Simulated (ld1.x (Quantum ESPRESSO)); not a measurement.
# Which change was made? (S, TM)

* Element: S (Z = 16)
* Generator: ld1.x (Quantum ESPRESSO) 7.5
* Type: norm-conserving Troullier–Martins (Kleinman–Bylander form)
* Functional: BLYP
* Relativity: scalar-relativistic
* Frozen core: [Ne]
* Valence charge: 6
* Reference configuration: 3s2 3p3.5 (charge +0.5)
* Partial waves: 3p (bound): rc 1.15 bohr; 3d channel at 0.5 Ry: rc 1.20 bohr; 3s (bound): rc 1.35 bohr
* Local potential: the s channel
* Core correction: none

Cutoffs, loose and tight: the cutoffs (Ry, on a coarse ladder) from which the occupation-weighted sum of valence levels, in a spherical-Bessel basis at the reference potential, stays within 10 and 1 mRy of its value at 400 Ry. They do not see the model core or the augmentation charge, which bear on the density cutoff. Test errors are all-electron minus pseudo excitation energies from the reference, over the configurations 3s2 3p4; 3s2 3p3; 3s2 3p2; 3s0 3p6; 3s2 3p4.3; 3s1 3p5; 3s2 3p0; variants that change the core or the reference have their own tests.

The base gives: outcome: generated; cutoff, loose: 80 Ry; cutoff, tight: 140 Ry; bound ghosts: none; largest test error (meV): +263.

Problem. After one change the result is: outcome: generated; cutoff, loose: 40 Ry; cutoff, tight: 60 Ry; bound ghosts: none; largest test error (meV): +278. Which change was it?
A. wave 3p (bound): rc 1.15 bohr becomes 3p (bound): rc 1.62 bohr
B. wave 3p (bound): rc 1.15 bohr becomes 3p (bound): rc 0.96 bohr
C. wave 3p (bound): rc 1.15 bohr becomes 3p (bound): rc 0.74 bohr
D. wave 3p (bound): rc 1.15 bohr becomes 3p (bound): rc 1.08 bohr

Solution. A. The others give: wave 3p (bound): rc 1.15 bohr becomes 3p (bound): rc 0.74 bohr → outcome: generated; bound ghosts: not determined; largest test error (meV): +497 | wave 3p (bound): rc 1.15 bohr becomes 3p (bound): rc 1.08 bohr → outcome: generated; cutoff, loose: 100 Ry; cutoff, tight: 160 Ry; bound ghosts: none; largest test error (meV): +294 | wave 3p (bound): rc 1.15 bohr becomes 3p (bound): rc 0.96 bohr → outcome: generated; cutoff, loose: 230 Ry; cutoff, tight: 300 Ry; bound ghosts: none; largest test error (meV): +366.
